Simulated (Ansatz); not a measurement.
Total energies of Zn10H28Se10 from Ansatz at PBE0-D4/def2-TZVP, gas phase (1 Eh = 27.2114 eV = 2625.5 kJ/mol). The reference geometry is relaxed at PBE-D4/def2-SVP, loosely relaxed.

```xyz
48

Zn   -1.562   -2.821    2.565
Zn   -3.878    0.735    0.219
Zn    0.697    4.664   -0.003
Zn    2.807   -1.873    1.944
Zn    3.140    3.721   -0.788
Zn   -0.236    0.869    1.174
Zn   -1.938   -2.598   -0.341
Zn   -1.842    0.934   -1.824
Zn    0.744   -0.217   -3.100
Zn    0.623    2.481   -3.549
Se   -2.348    1.849    1.911
Se    0.522   -1.090    2.583
Se    0.156   -4.598    1.500
Se    1.640    2.494    1.247
Se   -4.017   -2.138   -1.515
Se   -0.807    3.263   -1.574
Se    4.247    0.378    1.589
Se    2.611   -2.213   -0.649
Se    2.512    1.516   -2.034
Se   -0.285   -0.586   -0.779
H    -1.952   -3.275    4.006
H    -4.210   -0.704    3.551
H    -5.246    0.083    0.615
H    -3.396    1.289   -1.343
H     1.932    4.826   -1.158
H    -0.024    5.654    0.962
H     3.624   -2.947    2.744
H     4.657    3.808   -0.438
H    -2.276   -2.056    1.279
H    -0.968   -3.853   -0.629
H    -2.555   -0.090   -3.335
H     1.363   -1.412   -3.885
H     0.936    3.352   -4.804
H    -0.394    0.996   -3.561
H    -2.036    3.033    1.060
H    -4.144   -0.952    2.825
H     0.748   -0.750    4.012
H    -0.788   -5.698    1.195
H     0.620   -5.291    2.759
H     1.314    3.203    2.512
H    -2.963   -0.669   -2.854
H    -3.604   -3.090   -2.587
H    -1.755    4.178   -2.255
H     4.064    0.826    2.992
H     5.458   -0.407    1.988
H     3.699   -3.239   -0.556
H     1.566   -3.277   -0.588
H     3.549    1.690   -3.082
```

```json
{"state": "charge 0 singlet", "geometry": "reference", "energy (Eh)": "-41821.33459"}
{"state": "charge 1 doublet", "geometry": "reference", "energy (Eh)": "-41821.05017"}
{"state": "charge -1 doublet", "geometry": "reference", "energy (Eh)": "-41821.36766"}
{"state": "free Zn atom (singlet)", "geometry": "–", "energy (Eh)": "-1779.14424"}
{"state": "free Se atom (triplet)", "geometry": "–", "energy (Eh)": "-2401.20505"}
{"state": "free H atom (doublet)", "geometry": "–", "energy (Eh)": "-0.50104"}
```

Single mean-field runs in def2-TZVP are fitted with def2-universal-jkfit.

Problem. Work out the vertical ionisation energy to the doublet.

Solution. E(charge 1 doublet) − E(charge 0 singlet) = -41821.05017 − (-41821.33459) = 0.28442 Eh = 7.74 eV. For comparison, −ε of the highest occupied level is 6.39 eV at this level, 1.35 eV less.

Problem. Work out the vertical electron affinity, to the doublet.

Solution. E(charge 0 singlet) − E(charge -1 doublet) = -41821.33459 − (-41821.36766) = 0.03307 Eh = 0.90 eV. The basis lacks diffuse functions, which makes affinities too small.

Problem. Give the fundamental gap IE − EA, the Mulliken electronegativity (IE + EA)/2 and the hardness (IE − EA)/2.

Solution. From the values in Eh: IE − EA = 0.28442 − 0.03307 = 0.25135 Eh = 6.84 eV; (IE + EA)/2 = 4.32 eV; (IE − EA)/2 = 3.42 eV. The HOMO–LUMO gap of the same run is 4.61 eV, 2.23 eV smaller than the fundamental gap.

Problem. What is the binding energy per atom against free atoms?

Solution. Atoms: 10 × (-1779.14424) + 10 × (-2401.20505) + 28 × (-0.50104) = -41817.52202 Eh. Binding: -41817.52202 − (-41821.33459) = 3.81257 Eh = 103.75 eV, or 2.16 eV for each of 48 atoms (no zero-point energy, no counterpoise term).

The geometry of the charge 0 singlet is only loosely relaxed. The geometry of the charge 1 doublet is only loosely relaxed. The geometry of the charge -1 doublet is only loosely relaxed. At PBE0-D4/def2-TZVP the highest occupied level of the charge -1 doublet lies above zero (up to 0.12 eV). By energy differences its removal costs 0.90 eV (vertical, to the charge 0 singlet, at PBE0-D4/def2-TZVP); self-interaction error and the lack of diffuse functions both raise the level.
